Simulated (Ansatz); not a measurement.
Input for Ansatz (a quantum-chemistry and plane-wave program): R-wB97X-V/def2-TZVPP on CH2O2 (SMILES O=CO).

Ansatz 0.2 input:
```yaml
crystal:
  periodic: [false, false, false]
  atoms:
    - {symbol: C, position_ang: [-0.22190503, -0.06657902, 0.36398099]}
    - {symbol: O, position_ang: [-0.22560471, -0.06772135, 1.55392451]}
    - {symbol: O, position_ang: [0.87088360, 0.26127898, -0.35851696]}
    - {symbol: H, position_ang: [-1.09704263, -0.32911340, -0.25633103]}
    - {symbol: H, position_ang: [0.67366878, 0.20213480, -1.30295750]}
basis:
  gaussian:
    orbitals: def2-TZVPP
hamiltonian:
  xc: {name: wB97X-V}
scf: {lower_state_search: off}
```

The log:

```
WARN ansatz: RAYON_NUM_THREADS=1 ignored (pool sized by the plan → 1); use --threads N
Functional definition: wB97X-V
these checks for a lower state are left out or cut short: stability, starts, cluster_reference, orbital_swaps, neighbouring_geometries, increment
integrals: 0.04 GiB planned
600 factors; their error is unknown
integrals: 0.07 GiB planned
135 factors; integrals over basis functions are off by at most 1.1e-5 eV
mean field: 0.42 GiB planned
mean field evaluation 1: about -5159.6665 eV, gradient 5.2e1 eV
mean field evaluation 2: about -5158.0995 eV, gradient 6.3e1 eV
mean field evaluation 4: about -5164.0444 eV, gradient 3.1e0 eV
mean field evaluation 8: about -5164.0645 eV, gradient 4.3e-2 eV
mean field evaluation 16: about -5164.0690 eV, gradient 1.0e-5 eV
mean field -5164.06901840 eV, -189.7760360945 hartree, gradient 5.0e-6 eV, S^2 0.000000; 0 other end points of the search recorded, 0 dependent functions left out
reference -5164.06901718 eV, -189.7760360495 hartree; 12, 12 occupied and 109, 109 virtual orbitals, 600 factors
Total energy: -5164.06901718 eV, -189.7760360495 hartree
Checks for a lower state left out: stability, starts, cluster_reference, orbital_swaps, neighbouring_geometries, increment
```

The run converged.

Cost: about 2.5 core-seconds (a rough figure).
